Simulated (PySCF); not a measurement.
Spinor energies of Ce(4+) (cerium, charge +4)

Start: [Xe]. Calculated with PySCF 2.14 in x2c-TZVPPall-2c (11s11p10d4f2g, 140 functions): generalised Hartree-Fock with the X2C-1e Hamiltonian and a Gaussian nucleus; one run each with spin-orbit coupling (SO) switched off, then screened by Boettger's factors.

```tsv
spinor shell	electrons	ε, spin-free (eV)	ε, screened SO (eV)	weight of nominal j (screened SO)	rms radius, screened SO (bohr)
1s1/2	2	-40688.0	-40682.5	1.000	0.0280
2s1/2	2	-6663.2	-6661.5	1.000	0.114
2p1/2	2	-5965.4	-6277.9	1.000	0.0979
2p3/2	4	-5965.4	-5827.7	1.000	0.104
3s1/2	2	-1518.1	-1517.6	1.000	0.296
3p1/2	2	-1291.2	-1354.0	1.000	0.288
3p3/2	4	-1291.2	-1263.2	1.000	0.301
3d3/2	4	-968.54	-979.79	1.000	0.272
3d5/2	6	-968.54	-960.53	1.000	0.276
4s1/2	2	-362.90	-362.74	1.000	0.674
4p1/2	2	-285.56	-299.25	1.000	0.696
4p3/2	4	-285.56	-279.40	1.000	0.723
4d3/2	4	-170.53	-172.59	1.000	0.787
4d5/2	6	-170.53	-169.02	1.000	0.797
5s1/2	2	-89.611	-89.582	1.000	1.56
5p1/2	2	-66.213	-68.559	1.000	1.71
5p3/2	4	-66.213	-65.151	1.000	1.77
```

```json
{"quantity": "E (hartree)", "spin-free": "-8852.01942", "screened SO": "-8855.87823"}
{"quantity": "M_J", "spin-free": "0", "screened SO": "0"}
{"quantity": "⟨J²⟩", "spin-free": "0.000", "screened SO": "0.000"}
{"quantity": "⟨L²⟩", "spin-free": "0.000", "screened SO": "0.039"}
{"quantity": "⟨S²⟩", "spin-free": "0.000", "screened SO": "0.039"}
```

Breit and QED terms are absent; they matter most for the inner s and p1/2 levels.

Densities and radii are taken from the X2C orbitals without a picture-change correction, which distorts them close to the nucleus.

Without spin-orbit coupling the j labels of p, d and f shells carry no meaning; the spin-free column gives the mean over the occupied spinors of each nl shell.
